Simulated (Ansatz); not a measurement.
BBr2 (SMILES Br[B]Br) moved off its minimum; all values from Ansatz (a program for electronic structure), cores frozen in correlated methods. Open shells are unrestricted.
(charge 0, multiplicity 2)
```xyz
3

Br    -1.70088    -0.11327     0.00238
B     -0.06375     0.81328    -0.00955
Br     1.65722    -0.05614     0.05334
```

### Question
Give the forces (eV/Å), the total energy and the dipole at CCSD(T)/aug-cc-pVTZ.

### Answer

| atom | Fx | Fy | Fz |
|---|---|---|---|
| Br1 | -0.204 | -0.002 | -0.003 |
| B2 | 0.678 | -0.345 | 0.025 |
| Br3 | -0.474 | 0.347 | -0.022 |
Energy -5170.0748 hartree, dipole 0.41 D.
